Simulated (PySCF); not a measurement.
Level of theory: TPSSh-D3(BJ)/def2-TZVP // B3LYP-D3(BJ)/def2-TZVP run with PySCF. All species are isolated molecules in the gas phase. 

Reference species (SMILES): `[InH2]` (neutral, multiplicity 2).

```yaml
dipole_moment: 0.52 D
```

Changed species: `[CH3][InH]` (radical fragment; the reference has radical fragment).

### Question
What does the change do to the dipole moment?

### Answer
the dipole moment goes up by 0.21 D, to 0.73 D.
